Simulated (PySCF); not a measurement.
Br2Sn, charge +1, doublet, at a GFN2-xTB geometry (such geometries of metal compounds can be far from the true shape) (a state made from the parent by changing its charge; the spin is typed, not shown lowest) (core potentials on Sn); DF-HF/def2-SVP (PySCF).

PySCF was given this input:
```python
from pyscf import gto, scf

mol = gto.Mole()
mol.atom = '''
    Sn   -0.02282736   -0.00101572    1.02101170
    Br    1.03639339    1.68673076   -0.70481009
    Br   -1.00378288   -1.68527973   -0.75377805
'''
mol.basis = 'def2-svp'
mol.ecp = {'Sn': 'def2-svp'}
mol.charge = 1
mol.spin = 1
mol.verbose = 4
mol.build()

mf = scf.UHF(mol)
mf = mf.density_fit(auxbasis='def2-universal-jkfit')
mf.kernel()
```

Output, abridged:

```
PySCF version 2.14.0

[INPUT] verbose = 4
[INPUT] num. atoms = 3
[INPUT] num. electrons = 91
[INPUT] charge = 1
[INPUT] spin (= nelec alpha-beta = 2S) = 1
[INPUT] symmetry False subgroup None
[INPUT] Mole.unit = angstrom
[INPUT] Symbol           X                Y                Z      unit          X                Y                Z       unit  Magmom
[INPUT]  1 Sn    -0.022827360000  -0.001015720000   1.021011700000 AA   -0.043137458547  -0.001919432619   1.929432482977 Bohr   0.0
[INPUT]  2 Br     1.036393390000   1.686730760000  -0.704810090000 AA    1.958499664410   3.187459182279  -1.331898039930 Bohr   0.0
[INPUT]  3 Br    -1.003782880000  -1.685279730000  -0.753778050000 AA   -1.896874731727  -3.184717132981  -1.424434073209 Bohr   0.0

nuclear repulsion = 473.613348002513
number of shells = 34
number of NR pGTOs = 209
number of NR cGTOs = 90
basis = def2-svp
ecp = {'Sn': 'def2-svp'}

******** <class 'pyscf.df.df_jk.DFUHF'> ********
method = DFUHF
initial guess = minao
damping factor = 0
level_shift factor = 0
DIIS = <class 'pyscf.scf.diis.CDIIS'>
diis_start_cycle = 1
diis_space = 8
diis_damp = 0
SCF conv_tol = 1e-09
SCF conv_tol_grad = None
SCF max_cycles = 50
direct_scf = False
number electrons alpha = 46  beta = 45
Set gradient conv threshold to 3.16228e-05
******** <class 'pyscf.df.df.DF'> ********
auxbasis = def2-universal-jkfit
init E= -5332.12304854645

cycle= 1 E= -5356.37683053155  delta_E= -24.3  |g|= 1.28  |ddm|= 4.54
cycle= 2 E= -5356.82792998142  delta_E= -0.451  |g|= 0.874  |ddm|= 3.13
cycle= 3 E= -5357.29532720731  delta_E= -0.467  |g|= 0.135  |ddm|= 1.22
cycle= 4 E= -5357.31426972707  delta_E= -0.0189  |g|= 0.0531  |ddm|= 0.265
cycle= 5 E= -5357.3200322985  delta_E= -0.00576  |g|= 0.0306  |ddm|= 0.131
cycle= 6 E= -5357.32392201346  delta_E= -0.00389  |g|= 0.0173  |ddm|= 0.146
cycle= 7 E= -5357.32560727734  delta_E= -0.00169  |g|= 0.0118  |ddm|=  0.1
cycle= 8 E= -5357.32667701502  delta_E= -0.00107  |g|= 0.00689  |ddm|= 0.0993
cycle= 9 E= -5357.3271119996  delta_E= -0.000435  |g|= 0.00351  |ddm|= 0.0722
cycle= 10 E= -5357.32722932564  delta_E= -0.000117  |g|= 0.00212  |ddm|= 0.0357
cycle= 11 E= -5357.32727678261  delta_E= -4.75e-05  |g|= 0.00114  |ddm|= 0.0257
cycle= 12 E= -5357.32728916513  delta_E= -1.24e-05  |g|= 0.000326  |ddm|= 0.0171
cycle= 13 E= -5357.327289582  delta_E= -4.17e-07  |g|= 0.000146  |ddm|= 0.00228
cycle= 14 E= -5357.32728963478  delta_E= -5.28e-08  |g|= 7.26e-05  |ddm|= 0.000589
cycle= 15 E= -5357.32728965192  delta_E= -1.71e-08  |g|= 2.65e-05  |ddm|= 0.000437
cycle= 16 E= -5357.32728965341  delta_E= -1.5e-09  |g|= 9.97e-06  |ddm|= 0.000118
cycle= 17 E= -5357.32728965362  delta_E= -2.07e-10  |g|= 5.48e-06  |ddm|= 2.89e-05
Extra cycle  E= -5357.32728965368  delta_E= -5.64e-11  |g|= 3.72e-06  |ddm|= 1.46e-05
converged SCF energy = -5357.32728965368  <S^2> = 0.84916695  2S+1 = 2.0968233
```
